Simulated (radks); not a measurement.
Coulomb parameter of the 4f shell of the europium ion Eu2+ in the model configuration [Xe] 4f6 5d1, as a second difference U = [E(n + 0.25) + E(n - 0.25) - 2 E(n)] / (0.25)^2 with all orbitals relaxed. "Bare": the charge of the atom changes with n. "Screened": the 5d shell takes up the change at fixed total charge, which measures U(4f,4f) + U(5d,5d) - 2 U(4f,5d). Method: scalar-relativistic Kohn-Sham, PBE, spin-unpolarised, spherical densities, finite nucleus; Fermi nuclear charge, rms radius 5.1115 fm; computed with a radial shooting solver on a logarithmic mesh with Libxc functionals.

| case | configuration | E - E(n) (eV) |
|---|---|---|
| start | [Xe] 4f6 5d1 | 0.000 |
| bare +0.25 | [Xe] 4f6.25 5d1 | -4.993 |
| bare -0.25 | [Xe] 4f5.75 5d1 | 6.036 |
| screened +0.25 | [Xe] 4f6.25 5d0.75 | -1.568 |
| screened -0.25 | [Xe] 4f5.75 5d1.25 | 1.868 |

U(bare) = 16.689 eV, U(screened by 5d) = 4.792 eV, against the Slater integral F0(4f,4f) = 28.627 eV with frozen orbitals.
